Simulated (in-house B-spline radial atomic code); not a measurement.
A calculation on Ca: its settings, and results tabulated from the run. Method: scalar-relativistic (X2C) HSE06, spin-polarised, spherical fractional occupations, exact exchange averaged over the configuration, Fermi nucleus of rms radius 3.4776 fm. Calculated with an all-electron radial atomic-structure program (B-spline basis).

Command:
```bash
python run_scf.py task.json out
```
Settings (nuclear radius in fm, mass in u):
```
Z                20
configuration    [Ar] 4s2
hamiltonian      x2c
method           hse06
spin_polarised   True
nucleus          fermi
rms_radius       3.4776
atomic_mass      39.96259
speed_of_light   137.035999084
exact_exchange   averaged over the configuration
```

Output (hartree, bohr):
```
 radial grid: 79 intervals, B-splines of order 8, outer radius 50 bohr

 iter        energy (Eh)    residual
    1        -678.220632    2.74e-01
    2        -679.631563    1.22e-01
    3        -680.264447    3.00e-02
    4        -680.306554    6.94e-03
    5        -680.308532    3.39e-03
    6        -680.309206    2.04e-04
    7        -680.309208    4.34e-05
    8        -680.309208    6.62e-06
    9        -680.309208    4.89e-07
   10        -680.309208    2.42e-08

 total energy                      -680.30921
 kinetic                             685.5481
 electron-nucleus                  -1616.3296
 Hartree                             286.5903
 exact exchange                       -8.5541
 exchange-correlation                -27.5638

 orbital      occ     eigenvalue          <r>       <r^2>       <1/r>       r_max
 1s up      1.000      -146.3062    0.0765798  0.00790186      19.909     0.05002
 1s down    1.000      -146.3062    0.0765798  0.00790186      19.909     0.05002
 2s up      1.000       -15.6493     0.363316    0.156349     4.07763      0.2995
 2s down    1.000       -15.6493     0.363316    0.156349     4.07763      0.2995
 2p up      3.000       -12.6203     0.327343     0.13252     3.95235      0.2467
 2p down    3.000       -12.6203     0.327343     0.13252     3.95235      0.2467
 3s up      1.000        -1.8569       1.1548     1.53789     1.20945      0.9931
 3s down    1.000        -1.8569       1.1548     1.53789     1.20945      0.9931
 3p up      3.000        -1.0999      1.27121     1.90526     1.07308       1.049
 3p down    3.000        -1.0999      1.27121     1.90526     1.07308       1.049
 4s up      1.000        -0.1464      4.03392     18.6369    0.317634       3.401
 4s down    1.000        -0.1464      4.03392     18.6369    0.317634       3.401

 Slater integrals (Eh)
   F0(3p up,3p up)               0.711778
   F2(3p up,3p up)               0.357579
   F0(3p up,3p down)             0.711778
   F2(3p up,3p down)             0.357579
   F0(3p up,4s up)               0.288097
   G1(3p up,4s up)               0.016396
   F0(3p up,4s down)             0.288097
   F0(3p down,3p down)           0.711778
   F2(3p down,3p down)           0.357579
   F0(3p down,4s up)             0.288097
   F0(3p down,4s down)           0.288097
   G1(3p down,4s down)           0.016396
   F0(4s up,4s up)               0.223830
   F0(4s up,4s down)             0.223830
   F0(4s down,4s down)           0.223830
```

Run time, properties included: 0.88 s on 1 thread of Arm Neoverse V2, with other jobs on the host.
